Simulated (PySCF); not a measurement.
Compound: C6H7FOSi.
Cartesian coordinates in Å at the PBE0-D3(BJ)/def2-SVP level; atoms count from 1:
```
atom  x, y, z in Å
F1     2.971   -1.505   -0.153
Si2    2.675   -0.015    0.418
O3     1.290    0.587   -0.263
C4     0.010    0.157   -0.082
C5    -0.295   -1.200    0.063
C6    -1.621   -1.591    0.240
C7    -2.642   -0.643    0.266
C8    -2.328    0.708    0.112
C9    -1.007    1.113   -0.060
H10    2.520   -0.140    1.889
H11    3.765    0.883   -0.019
H12    0.506   -1.942    0.016
H13   -1.854   -2.652    0.352
H14   -3.679   -0.956    0.402
H15   -3.121    1.458    0.129
H16   -0.742    2.165   -0.180
```

The calculation used TDDFT CAM-B3LYP/def2-SVPD, vertical, gas phase, core orbitals frozen in the response in PySCF 2.14.0, density-fitted response routines.

Ground-to-excited transition dipoles (e·a0, same axes as the geometry; the sign carries no meaning), for the states with f of 0.002 or more among the lowest 6:

```tsv
state	E (eV)	μx	μy	μz
S1	5.281	0.117	-0.337	0.023
S2	5.988	-0.632	-0.041	-0.016
S3	6.774	1.363	0.008	-0.062
S4	6.831	0.674	0.247	-0.028
S5	6.945	0.012	1.494	-0.112
S6	7.020	1.306	0.220	0.031
```

Task: Work out the oscillator strengths.

Result: f = (2/3) ΔE |μ|² with ΔE in hartree (27.2114 eV).

| state | \|μ\|² (au) | \|μ\| (D) | f |
| --- | --- | --- | --- |
| S1 | 0.128 | 0.91 | 0.017 |
| S2 | 0.401 | 1.61 | 0.059 |
| S3 | 1.863 | 3.47 | 0.309 |
| S4 | 0.516 | 1.83 | 0.086 |
| S5 | 2.244 | 3.81 | 0.382 |
| S6 | 1.756 | 3.37 | 0.302 |

Task: Which bond between heavy atoms lies closest to the direction of the S5 transition dipole?

Result: C4–C5 and C7–C8, at 12° from it; next F1–Si2 at 27°.

Task: What angle do the transition dipoles of S1 and S6 make?

Result: |cos θ| = |μa·μb| / (|μa| |μb|) = 0.17, so θ ≈ 80° (taken between 0 and 90°, since the signs are arbitrary).

Task: What peak molar absorption coefficient would the strongest computed level give as a lone Gaussian band 0.3 eV wide at half height?

Result: ε(max) = 2.175×10⁸ f / FWHM, with the width in cm⁻¹. S5: 2.175×10⁸ × 0.3819 / 2420 ≈ 34000 L mol⁻¹ cm⁻¹.

One conformer stands for the species.
